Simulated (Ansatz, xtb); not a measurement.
Isomers of C4H9BGe in order of energy

9 gas-phase structures of C4H9BGe, from a drawn sample of its isomers (lower ones may exist). Each was relaxed with GFN2-xTB:

A. `B/C=C/C=[CH]/[GeH3]`, a singlet
B. `BC(=C)[C](=C)[GeH3]`, a singlet
C. `BC(=C)/C=[CH]\[GeH3]`, a singlet
D. `B/C(C=C)=[CH]/[GeH3]`, a singlet
E. `B/C=C/[C](=C)[GeH3]`, a singlet
F. `B/C(C=C)=[CH]\[GeH3]`, a singlet
G. `B/C=C\[C](=C)[GeH3]`, a singlet
H. `BC(=C)/C=[CH]/[GeH3]`, a singlet
I. `B/C=C/C=[CH]\[GeH3]`, a singlet

Which do you expect lowest at r2SCAN-D4/def2-SVP//GFN2-xTB, and how would the others follow?

Calculated order at r2SCAN-D4/def2-SVP//GFN2-xTB: A (0.0), I (0.2), E (0.5), C (5.0), H (5.2), G (6.3), D (6.9), F (7.6), B (8.1) kcal/mol. Less than 1 kcal/mol parts A and I; I and E; C and H; G and D; D and F; F and B, so the order within those pairs means little.

Energies above the lowest of each column, in kcal/mol; the last columns are at r2SCAN-D4/def2-SVP geometries and were run for some of them only (a dash: not run or not comparable):

| structure | GFN2-xTB | HF/STO-3G | r2SCAN-D4/def2-SVP//GFN2-xTB | r2SCAN-D4/def2-SVP | CCSD(T)/def2-SVP + ΔMP2/def2-TZVPP |
| --- | --- | --- | --- | --- | --- |
| A | 0.8 | 0.0 | 0.0 | 0.0 | 0.0 |
| I | 0.0 | 1.3 | 0.2 | 1.2 | 1.1 |
| E | 0.9 | 3.1 | 0.5 | 1.3 | 0.1 |
| C | 4.9 | 8.6 | 5.0 | – | – |
| H | 4.5 | 4.8 | 5.2 | – | – |
| G | 5.1 | 11.1 | 6.3 | – | – |
| D | 4.3 | 7.5 | 6.9 | – | – |
| F | 5.1 | 7.7 | 7.6 | – | – |
| B | 5.8 | 9.6 | 8.1 | – | – |

CCSD(T)/def2-SVP + ΔMP2/def2-TZVPP puts A lowest of those it was run on, with E within 1 kcal/mol; GFN2-xTB picks I. CCSD(T)/def2-SVP + ΔMP2/def2-TZVPP orders those it was run on as A (0.0), E (0.1), I (1.1) kcal/mol. Less than 1 kcal/mol parts A and E; E and I, so the order within those pairs means little. Some further structures that were screened fall inside this span and aren't listed. Flexible structures stand in one conformer each, not always the lowest. Frequencies (GFN2-xTB) were run for A, E, I alone. ΔMP2 is the change of the MP2 energy from the smaller to the larger basis.

Over these structures GFN2-xTB departs from r2SCAN-D4/def2-SVP//GFN2-xTB by 1.1 kcal/mol on average once a common shift is removed. A GFN2-xTB relaxation took about 0.12 s and the r2SCAN-D4/def2-SVP//GFN2-xTB energy about 3.3 s on a shared host (Ansatz 0.2.0, xtb 6.7.1).
